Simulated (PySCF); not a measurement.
SiFCl2, SMILES F[Si](Cl)Cl, multiplicity 2.

Coordinates come from a PBE0-D3(BJ)/def2-SVP optimisation.

These are TDA-B3LYP/def2-SVPD (PySCF 2.14.0) values and carry that method's errors.

Vertical excitations. The molecule is in vacuum.

**Question.** Estimate the UV-visible absorptions. (Estimate from the structure and the level; the computed values follow.)

**Answer.** 
```json
[
 {"state": "root 1", "energy (eV)": "4.08", "λ (nm)": "304", "f": "0.000", "main pairs": "β HOMO→LUMO 99 %"},
 {"state": "root 2", "energy (eV)": "4.36", "λ (nm)": "285", "f": "0.007", "main pairs": "β HOMO−1→LUMO 98 %"},
 {"state": "root 3", "energy (eV)": "4.71", "λ (nm)": "263", "f": "0.002", "main pairs": "β HOMO−2→LUMO 98 %"},
 {"state": "root 4", "energy (eV)": "5.00", "λ (nm)": "248", "f": "0.011", "main pairs": "β HOMO−3→LUMO 93 %"},
 {"state": "root 5", "energy (eV)": "5.66", "λ (nm)": "219", "f": "0.082", "main pairs": "α HOMO→LUMO 93 %"},
 {"state": "root 6", "energy (eV)": "5.94", "λ (nm)": "209", "f": "0.006", "main pairs": "α HOMO→LUMO+2 41 %, β HOMO−4→LUMO 57 %"},
 {"state": "root 7", "energy (eV)": "5.98", "λ (nm)": "207", "f": "0.016", "main pairs": "α HOMO→LUMO+1 91 %"},
 {"state": "root 8", "energy (eV)": "6.19", "λ (nm)": "200", "f": "0.188", "main pairs": "α HOMO→LUMO+2 55 %, β HOMO−4→LUMO 39 %"},
 {"state": "root 9", "energy (eV)": "6.82", "λ (nm)": "182", "f": "0.016", "main pairs": "α HOMO→LUMO+3 93 %"},
 {"state": "root 10", "energy (eV)": "7.30", "λ (nm)": "170", "f": "0.022", "main pairs": "β HOMO−5→LUMO 93 %"}
]
```
Unrestricted roots are not spin-pure.
